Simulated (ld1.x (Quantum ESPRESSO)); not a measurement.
## Before and after: PAW potential for tellurium

ld1.x (Quantum ESPRESSO) 7.5 input, shortened:

```
&input
   title='Te', zed=52., rel=1, dft='PBESOL', iswitch=3,
   config='[Kr] 4d10 5s2 5p4'
 /
 &inputp
   pseudotype=3, lpaw=.true., tm=.true., lloc=-1, rcloc=2.15,
   nlcc=.true.,
   which_augfun='PSQ', rmatch_augfun=1.05
 /
6
5S  1  0   2.00   0.00  1.65  1.90  0.0
5S  1  0   0.00   0.20  1.65  1.90  0.0
5P  2  1   4.00   0.00  1.80  2.30  0.0
5P  2  1   0.00   0.20  1.80  2.30  0.0
4D  3  2  10.00   0.00  1.00  1.15  0.0
4D  3  2   0.00  -2.70  1.00  1.15  0.0
 &test
   configts(1)='4d10 5s2 5p4'
 /
```

Change: local potential all-electron potential smoothed inside 1.70 bohr (lloc = -1).

Cutoffs: the cutoffs (Ry, on a coarse ladder) from which the occupation-weighted sum of valence levels, in a spherical-Bessel basis at the reference potential, stays within 10 and 1 mRy of its value at 400 Ry; they do not see the model core or the augmentation charge, which bear on the density cutoff. Errors are all-electron minus pseudo energies relative to the spin-unpolarised reference configuration.

Problem. How do hardness, ghosts and transferability respond?

Solution. The potential gets neither clearly harder nor softer (120 Ry and 200 Ry → 120 Ry and 200 Ry); the errors of the 7 common tests hardly move; the range in which the s phases agree widens (upper end 3.6 → at the end of the scan); neither file shows a bound ghost.

```csv
quantity,base,changed
"cutoff, loose",120 Ry,120 Ry
"cutoff, tight",200 Ry,200 Ry
bound ghosts,none,none
"error for 4d10 5s2 5p3, meV [ΔE 9.75 eV]",-2.5,-2.5
"error for 4d10 5s2 5p2, meV [ΔE 27.72 eV]",-7.8,-7.7
"error for 4d10 5s2 5p1, meV [ΔE 54.68 eV]",-17,-17
"error for 4d10 5s1 5p5, meV [ΔE 9.29 eV]",-0.9,-0.8
"error for 4d10 5s2 5p3.5, meV [ΔE 3.91 eV]",-1.0,-1.0
"error for 4d10 5s2 5p4.3, meV [ΔE -1.47 eV]",+0.4,+0.3
"error for 4d10 5s1 5p4, meV [ΔE 19.63 eV]",-3.6,-3.5
s: phases at 2.50 bohr within 0.05 rad from the reference energy up to (Ry; the scan ends near 5),3.6,to the end of the scan
p: phases at 2.50 bohr within 0.05 rad from the reference energy up to (Ry; the scan ends near 5),4.3,3.9
d: phases at 2.50 bohr within 0.05 rad from the reference energy up to (Ry; the scan ends near 5),to the end of the scan,to the end of the scan
lowest overlap eigenvalue by channel,"s 0.39, p 0.54, d 0.99","s 0.37, p 0.49, d 0.97"
```
